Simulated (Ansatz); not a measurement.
Consider the atomization: `N[SiH2]OCF` → C• + F• + 6 H• + N• + O• + Si•.

Calculated with Ansatz (gas phase, PBE0-D4/def2-TZVP geometries, no zero-point term in ΔE). CCSD(T)/CBS is the MP2 limit (def2-TZVPP, def2-QZVPP) plus CCSD(T) − MP2 in def2-TZVPP, frozen cores. This one scheme is used for every species, atoms too. For atomizations the MP2-based limit and the directly extrapolated one differ by several kJ/mol either way, and by 10 to 25 for some Ge, Se and Sn compounds, so smaller differences from it don't rank the levels. Functionals use def2-TZVPP. Open shells (•) are unrestricted, without spin–orbit coupling. Spin–orbit coupling would lower the free atoms: a little for C, F, O, Si. Each species was taken in one conformer, which may not be the lowest.

`N[SiH2]OCF`:

Z-matrix (Å, degrees):
```
Si
O 1 1.666
N 1 1.697 2 112.2
H 1 1.487 2 105.5 3 -120.0
H 1 1.480 2 109.6 3 118.5
C 2 1.366 1 124.0 3 150.7
H 3 1.006 1 122.2 2 -66.2
H 3 1.006 1 120.9 2 86.1
F 6 1.381 2 110.6 1 72.3
H 6 1.093 2 109.0 1 -170.0
H 6 1.098 2 112.1 1 -46.3
```

```tsv
level	ΔE (kJ/mol)
CAM-B3LYP-D4	4043.7
MP2/def2-QZVPP	4044.0
```

Q: What does CCSD(T)/CBS give? (Best estimate.)

A: The calculation gave: +4019.7 kJ/mol. The listed levels differ from it by 24.0, 24.3 kJ/mol.

Q: What do rigid-rotor, harmonic-oscillator terms from PBE0-D4/def2-TZVP frequencies (298.15 K, 1 bar) make of the CCSD(T)/CBS value? (Best estimate.)

A: Computed: ΔZPE = -207.9 kJ/mol, ΔH = +3858.7 kJ/mol, ΔS = 1140 J/(mol·K), ΔG = +3518.7 kJ/mol. Open shells count their whole term as degenerate.

Largest T1 diagnostic among the species: 0.012.

From r2SCAN to r2SCAN0 (25 % exact exchange), in def2-TZVPP and without D4, ΔE moves by −77.1 kJ/mol: exact exchange takes away binding that semilocal exchange gives to molecules. In def2-TZVPP, CCSD(T) changes the Hartree–Fock value by +1066.9 kJ/mol (the triples alone add +58.4 kJ/mol) and MP2 by +1139.5 kJ/mol; breaking electron pairs costs correlation energy, which Hartree–Fock lacks.
